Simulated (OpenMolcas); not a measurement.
A calculation on neutral cadmium.

| Quantity | Value |
| --- | --- |
| Program | OpenMolcas |
| Method | CASSCF |
| Basis | ANO-RCC-VQZP [8s7p5d3f2g1h] |
| Scalar Hamiltonian | DKH2, point nucleus |
| Active space | 2 electrons in 8 orbitals (5s 5p 6s 6p) |
| State averaging | 2S+1 = 3 even, 3 roots; 2S+1 = 1 even, 1 root; 2S+1 = 3 odd, 3 roots; 2S+1 = 1 odd, 3 roots |
| Spin-orbit coupling | state interaction with AMFI integrals over the reference wave functions, term energies averaged over their components |

Q: Which level of the active space comes out lowest?

A: 5s2 1S0, with 100 % of that term; it is also the measured ground level.

Q: How high does 5s 5p 3P* 1 lie?

A: 26726 cm-1 above the lowest level; measured 30656 cm-1 above the ground level, so the calculation is off by -13 %.

Q: How high does 5s 5p 3P* 2 lie?

A: 27658 cm-1 above the lowest level; measured 31827 cm-1 above the ground level, so the calculation is off by -13 %.

Q: How high does 5s 5p 1P* 1 lie?

A: 45692 cm-1 above the lowest level; measured 43692 cm-1 above the ground level, so the calculation is off by +5 %.

Measured values: NIST Handbook of Basic Atomic Spectroscopic Data.

Without dynamic correlation excited terms often stand tens of per cent too high (terms of higher spin than the ground term too low), and those without a measured partner can miss by more than the paired ones. Active for correlation alone: 6p 6s; no level in the range computed is led by a configuration that fills them, so any true level of that kind is missing. Measured partners are found by configuration, term and J. A level has none where our copy of the source lacks it or the pairing is in doubt (some pairs that miss far off the trend of their configuration count as doubtful), and it then counts in no deviation. Only configurations of the active space appear.

* marks odd parity.
